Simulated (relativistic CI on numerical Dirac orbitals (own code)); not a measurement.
## Slater and spin-orbit integrals, Bi

These numbers are calculated, not measured: Dirac-Coulomb-Breit CI, KLI orbitals optimised for each configuration, QED by a radiative potential, valence Slater integrals scaled by 0.85, P86 correlation energy added to each configuration (own radial code, finite nucleus).

Slater integrals F^k, G^k are unscaled and averaged over j, outside the closed core [Xe] 4f14 5d10; ζ comes from projecting the Hamiltonian with its Breit term on Σ l·s of the shell.

- 6s2.6p3: F^2(6p,6p) = 33884, ζ(6p) = 10362 cm⁻¹; <r>(6p) = 3.074, <r^2>(6p) = 10.98 (bohr units).
- 6s2.6p2.7s: F^2(6p,6p) = 36153, ζ(6p) = 11977, G^1(6p,7s) = 4004.1 cm⁻¹; <r>(6p) = 2.91, <r^2>(6p) = 9.787, <r>(7s) = 6.936, <r^2>(7s) = 54.52 (bohr units).
- 6s2.6p2.7p: F^2(6p,6p) = 37035, ζ(6p) = 12202, F^2(6p,7p) = 4343, G^0(6p,7p) = 870.47, G^2(6p,7p) = 1069.3, ζ(7p) = 667.49 cm⁻¹; <r>(6p) = 2.858, <r^2>(6p) = 9.376, <r>(7p) = 10.01, <r^2>(7p) = 112.3 (bohr units).

In this model ζ of a weakly bound d, f or g electron outside closed shells comes out too small, for d by up to a factor of two or three and at times with the wrong sign; that of an outer p electron is too small as well.

For a near-neutral ion this model can misplace configurations by up to about 10,000 cm⁻¹ (more where the count of f electrons changes) and terms by 10 to 25 % of their spread. Rates follow the energies as ν³ (E1, M1) or ν⁵ (E2), so they and the lifetimes can be off by large factors. The fine structure of a lone outer electron comes out too small, for d and f at times inverted, and misplaced configurations move strength between like terms. 12 of the 16 excited levels that our extract of the measured tables holds in this range could be paired (the sources list more); they are missed by 1068 cm⁻¹ on average and 1576 at most, and levels without a partner can miss by more.

Averages of the first 10 configurations, taken without configuration mixing, which lowers the lowest level and can move excited configurations by several eV; other configurations of the list can lie among them:

```csv
Configuration,Parity,States,Average energy above the lowest level (eV)
6s2.6p3,odd,20,2.1
6s2.6p2.7s,even,30,7.0
6s2.6p2.7p,odd,90,8.2
6s2.6p2.6d,even,150,8.5
6s2.6p2.8s,even,30,8.8
6s2.6p2.7d,even,150,9.3
6s.6p4,even,30,12.5
6s2.6p2.8p,odd,90,9.2
6s2.6p2.5f,odd,210,9.3
6s2.6p.6d2,odd,270,17.1
```
